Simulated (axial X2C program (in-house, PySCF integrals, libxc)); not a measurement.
**Worked dissociation energy of SbP: MP2, scalar-relativistic**

Calculated with an in-house all-electron X2C program for linear molecules (integrals from PySCF). Spin-free means the one-electron spin-free X2C Hamiltonian. Basis: Sb dyall-cv3z [11s12p8d4f1g], P dyall-v3z [8s7p2d1f] (cores contracted in-house); Gaussian nuclei, density fitting, unrestricted open shells. Masses: Sb 120.904 u, P 30.974 u.

Molecular state: M_S = 0, Λ = 0 (closed shell).

Correlated methods: 10 electrons correlated (number of frozen shells: Sb 4 s, 3 p, 2 d; P 2 s, 1 p), 228 virtual spin orbitals or spinors in MP2.

| Property | Result |
| --- | --- |
| E(Sb) (2M_S = 3, M_L = 0) | -6478.103371 hartree |
| E(P) (2M_S = 3, M_L = 0) | -341.621003 hartree |
| E(SbP) at Re | -6819.848024 hartree |
| ωe | 448.8 cm⁻¹ |
| ωexe | 2.15 cm⁻¹ |

Problem. Work out De and D0.

Solution. De = -6478.103371 + (-341.621003) − (-6819.848024) = 0.12365 hartree = 3.365 eV. The zero-point energy is ωe/2 − ωexe/4 = 224 cm⁻¹ = 0.028 eV, so D0 = 3.337 eV.

Occupations by symmetry block were frozen at the best pattern of an incomplete PBE0 search. Closed shells are restricted here (equal orbitals for both partners); the stretched side of such a curve lies too high. De is counted from the lowest determinant-based energies of the atoms at the same level, without counterpoise correction. With the outer-core shells frozen, correlated bond lengths of heavy atoms tend to come out a few hundredths of an ångström too long.

The levels of this run spread widely (ωe from 449 to 562 cm⁻¹), so these constants depend on the method.

Each atomic determinant is the lowest at this level and need not be a pure term. Totals compare only within one Hamiltonian and basis.
